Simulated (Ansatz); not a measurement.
A run for Ansatz (a first-principles code): R-CAM-B3LYP/def2-TZVPP on H2O3Ti (SMILES [O]=[Ti]([OH])[OH]).

Ansatz 0.2 input:
```yaml
crystal:
  periodic: [false, false, false]
  atoms:
    - {symbol: Ti, position_ang: [0.37274512, -0.11104814, -0.00000001]}
    - {symbol: O, position_ang: [1.98589287, -0.23410590, -0.00000000]}
    - {symbol: O, position_ang: [-0.35766667, 1.56930352, -0.00000000]}
    - {symbol: H, position_ang: [0.02713141, 2.44962242, 0.00000001]}
    - {symbol: O, position_ang: [-0.55253144, -1.70523798, 0.00000002]}
    - {symbol: H, position_ang: [-1.47557129, -1.96863391, -0.00000001]}
basis:
  gaussian:
    orbitals: def2-TZVPP
hamiltonian:
  xc: {name: CAM-B3LYP}
scf: {lower_state_search: off}
```

Output:

```
WARN ansatz: RAYON_NUM_THREADS=4 ignored (pool sized by the plan → 4); use --threads N
Functional definition: CAM-B3LYP
these checks for a lower state are left out or cut short: stability, starts, cluster_reference, orbital_swaps, neighbouring_geometries, increment
integrals: 0.12 GiB planned
1066 factors; their error is unknown
integrals: 0.15 GiB planned
212 factors; integrals over basis functions are off by at most 8.5e-4 eV
mean field: 0.98 GiB planned
mean field evaluation 1: about -29273.8439 eV, gradient 1.1e2 eV
mean field evaluation 2: about -28941.9889 eV, gradient 4.9e2 eV
mean field evaluation 4: about -29293.3490 eV, gradient 2.7e1 eV
mean field evaluation 8: about -29294.4766 eV, gradient 2.8e-1 eV
mean field evaluation 16: about -29294.5825 eV, gradient 7.9e-4 eV
mean field -29294.58250729 eV, -1076.5560505617 hartree, gradient 8.4e-6 eV, S^2 0.000000; 0 other end points of the search recorded, 0 dependent functions left out
reference -29294.58263310 eV, -1076.5560551852 hartree; 24, 24 occupied and 161, 161 virtual orbitals, 1066 factors
Total energy: -29294.58263310 eV, -1076.5560551852 hartree
Checks for a lower state left out: stability, starts, cluster_reference, orbital_swaps, neighbouring_geometries, increment
```

The calculation finished and met its thresholds.

Cost: roughly 5 core-seconds.
